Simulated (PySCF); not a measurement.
Compound: C₆H₈O.
SMILES with atom numbers: `[CH2:1]=[CH:2]/[CH:3]=[C:4](\[CH3:5])[CH:6]=[O:7]` (hydrogens: H8, H9 on C1; H10 on C2; H11 on C3; H12, H13, H14 on C5; H15 on C6)

Computed geometry: GFN2-xTB, gas phase.

Task: Give the optimised bond lengths and angles.

Result: 
```
                  bond  length (Å)   order
                 C1=C2       1.333  double
                 C2–C3       1.436  single
                 C3=C4       1.351  double
                 C4–C5       1.497  single
                 C4–C6       1.465  single
                 C6=O7       1.208  double
                 C1–H8       1.076  single
                 C1–H9       1.077  single
                C2–H10       1.081  single
                C3–H11       1.084  single
C5–H12, C5–H13, C5–H14       1.089  single
                C6–H15       1.109  single
```

Bonds in one row agree within 0.01 Å and their mean is given. Orders are formal, as drawn. A selection of angles:
```
     angle  degrees
  C2–C1–H8    122.0
  C2–C1–H9    121.4
  H8–C1–H9    116.6
  C1–C2–C3    122.5
 C1–C2–H10    119.8
 C3–C2–H10    117.7
  C2–C3–C4    126.9
 C2–C3–H11    116.4
 C4–C3–H11    116.7
  C3–C4–C5    125.0
  C3–C4–C6    117.7
  C5–C4–C6    117.3
 C4–C5–H12    110.4
 C4–C5–H13    111.4
H12–C5–H13    108.6
H12–C5–H14    108.0
  C4–C6–O7    125.6
 C4–C6–H15    114.0
 O7–C6–H15    120.4
```

Dihedral angles: C1–C2–C3–C4 180° (antiperiplanar); C2–C3–C4–C5 0° (synperiplanar); C3–C4–C6–O7 0° (synperiplanar). The mirror-image conformer, all signs reversed, is as good.

The C–C distances run from 1.333 Å (C1=C2, drawn double) to 1.497 Å (C4–C5, drawn single), a spread of 0.164 Å. The 7 heavy atoms lie in one plane (0.007 Å rms). Of the pairs four or more bonds apart, O7···H11 is among the closest relative to their van der Waals radii: 2.43 Å, 89 % of the sum of Bondi's values.

Whether it is a minimum is left open (no frequencies). One conformer, not necessarily the lowest.
